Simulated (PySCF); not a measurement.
A side-by-side comparison of computed properties.

First species: C5H13NSi.
Numbering: `[CH2:1]=[CH:2][Si@H:3]([CH2:4][CH3:5])[NH:6][CH3:7]` (hydrogens: H8, H9 on C1; H10 on C2; H11 on Si3; H12, H13 on C4; H14, H15, H16 on C5; H17 on N6; H18, H19, H20 on C7)

Cartesian coordinates in Å at the GFN2-xTB level; atoms count from 1:
```xyz
20
C5H13NSi angstrom
C     -0.5086    2.4326   -0.7628
C     -0.0071    1.5414    0.0773
Si     0.2056   -0.2964   -0.2944
C     -1.2102   -1.3196    0.4572
C     -2.5704   -0.8611   -0.0490
N      1.6354   -0.7798    0.5366
C      2.9177   -0.1640    0.2931
H     -0.6324    3.4748   -0.5068
H     -0.8218    2.1580   -1.7576
H      0.2892    1.8805    1.0640
H      0.2177   -0.4862   -1.7612
H     -1.0806   -2.3758    0.2178
H     -1.1907   -1.2427    1.5447
H     -3.3754   -1.4458    0.3945
H     -2.7344    0.1855    0.1972
H     -2.6320   -0.9646   -1.1298
H      1.7351   -1.7547    0.7772
H      2.7631    0.8966    0.1092
H      3.4319   -0.5886   -0.5763
H      3.5628   -0.2795    1.1662
```

Second species: C₅H₁₃NSi.
InChI=1S/C5H13NSi/c6-7-4-2-1-3-5-7/h7H,1-6H2

Levels: B3LYP/def2-SVPD for HOMO energy, LUMO energy, HOMO–LUMO gap and static isotropic polarisability; TDDFT B3LYP/def2-SVPD for lowest singlet excitation; TDA B3LYP/def2-SVPD for lowest triplet excitation (Tamm–Dancoff). Geometries: GFN2-xTB. All species are isolated and taken at one optimised geometry, non-relativistic unless stated; the electronic structure was computed with PySCF and density fitting.

Dipoles, sizes and rotational constants follow the conformer. The torsions of the flexible species, by atom-mapped SMILES:
- `[CH2:1]=[CH:2][Si@H:3]([CH2:4][CH3:5])[NH:6][CH3:7]`: C1–C2–Si3–C4 -99°, C2–Si3–C4–C5 58°, C2–Si3–N6–C7 -58°

The conformers of `N[SiH]1CCCCC1` aren't listed.

Values for the first species:

| Item | Value |
| --- | --- |
| HOMO energy | -6.38 eV |
| LUMO energy | -0.51 eV |
| HOMO–LUMO gap | 5.87 eV |
| Lowest singlet excitation | 4.99 eV |
| Lowest triplet excitation (Tamm–Dancoff) | 4.39 eV |
| Static isotropic polarisability | 96.2 au |

Task: Estimate the same properties for the second species, and the change in each.

Result: 
| property | first | second | second less first |
| --- | --- | --- | --- |
| HOMO energy | -6.38 eV | -6.97 eV | -0.59 eV |
| LUMO energy | -0.51 eV | 0.26 eV | +0.77 eV |
| HOMO–LUMO gap | 5.87 eV | 7.23 eV | +1.36 eV |
| lowest singlet excitation | 4.99 eV | 6.19 eV | +1.20 eV |
| lowest triplet excitation (Tamm–Dancoff) | 4.39 eV | 5.90 eV | +1.51 eV |
| static isotropic polarisability | 96.2 au | 90.5 au | -5.7 au |

On the first: The vertical singlet–triplet gap S1 − T1 is 0.60 eV (TDDFT singlet less Tamm–Dancoff triplet; S1: HOMO→LUMO, weight 0.99; T1: HOMO−1→LUMO, weight 0.76). The principal polarisabilities are 81.2, 100.6 and 106.9 au; their mean is the isotropic value.

On the second: S1 lies 1.04 eV below the HOMO–LUMO gap; its leading configuration is HOMO→LUMO, weight 0.94. The vertical singlet–triplet gap S1 − T1 is 0.29 eV (TDDFT singlet less Tamm–Dancoff triplet; S1: HOMO→LUMO, weight 0.94; T1: HOMO→LUMO, weight 0.85).
